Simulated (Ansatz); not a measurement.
# Cost against result

Saddle point of CH$_{8}$OSn, singlet (CH₆OSn ([CH3][O][SnH3]) + H₂ → CH₄O ([CH3][OH]) + SnH₄; bonds formed: Sn1–H8, O2–H7; bonds broken: Sn1–O2, H7–H8), PBE0-D4/def2-TZVP structure:

Sn1  (-0.239, 1.462, 0.413)
O2  (0.562, -0.335, -0.490)
C3  (-0.162, -1.532, -0.696)
H4  (-1.503, 1.381, -0.755)
H5  (0.678, 2.868, 0.134)
H6  (-0.962, 1.329, 1.953)
H7  (1.230, -0.147, 0.475)
H8  (1.462, 0.524, 1.248)
H9  (-0.444, -2.000, 0.254)
H10  (-1.070, -1.318, -1.265)
H11  (0.449, -2.233, -1.270)
(Å)

Barriers are electronic and count from the start structure reached by relaxing down the imaginary mode.

Program: Ansatz 0.2.0. Basis: as named in each row. Cores are frozen in the correlated methods. Filled d shells of the heavier atoms are correlated. Core potentials replace the inner electrons of the atoms past krypton. The def2 sets are not built for correlating such inner shells, so the correlated values are less sure here. B3LYP uses VWN-RPA correlation. Extrapolation: Hartree–Fock as exp(−7.88 √X), correlation as X^−2.97.

Times are rough, for one single point on 4 threads of a shared host (Arm Neoverse V2).

The estimate by CCSD(T) at an estimated basis limit (MP2 extrapolated from triple and quadruple zeta, plus CCSD(T) − MP2 in triple zeta) is 1.484 eV.

```
      method       basis  time (s)  barrier (eV)  method less estimate
       SPW92    def2-SVP   under 1         0.645                -0.839
      PBE-D4    def2-SVP   under 1         0.990                -0.494
     PBE0-D4    def2-SVP   under 1         1.131                -0.353
       SPW92  def2-TZVPP   under 1         0.801                -0.683
      PBE-D4  def2-TZVPP         1         1.154                -0.330
     BLYP-D4  def2-TZVPP         1         1.317                -0.167
    B3LYP-D4  def2-TZVPP         2         1.397                -0.086
    BHLYP-D4  def2-TZVPP         2         1.544                 0.060
CAM-B3LYP-D4  def2-TZVPP         2         1.422                -0.061
     PBE0-D4  def2-TZVPP         2         1.279                -0.204
   r2SCAN-D4  def2-TZVPP         3         1.273                -0.211
     wB97M-V    def2-SVP         3         1.226                -0.257
  r2SCAN0-D4  def2-TZVPP         3         1.357                -0.126
     CCSD(T)    def2-SVP         3         1.422                -0.062
      B2PLYP  def2-TZVPP         4         1.476                -0.008
    PBE-QIDH  def2-TZVPP         4         1.421                -0.063
  RPA on PBE  def2-TZVPP         4         1.515                 0.032
     wB97X-V  def2-TZVPP         5         1.466                -0.018
     wB97M-V  def2-TZVPP         6         1.423                -0.061
      B97M-V  def2-TZVPP         6         1.291                -0.193
         MP2  def2-QZVPP        12         1.505                 0.021
     CCSD(T)  def2-TZVPP        85         1.500                 0.016
```

All methods are single points on the PBE0-D4 structures.

T1 diagnostic: at most 0.015.

Labels in which every atom is bracketed show which atoms are joined, not bond orders.
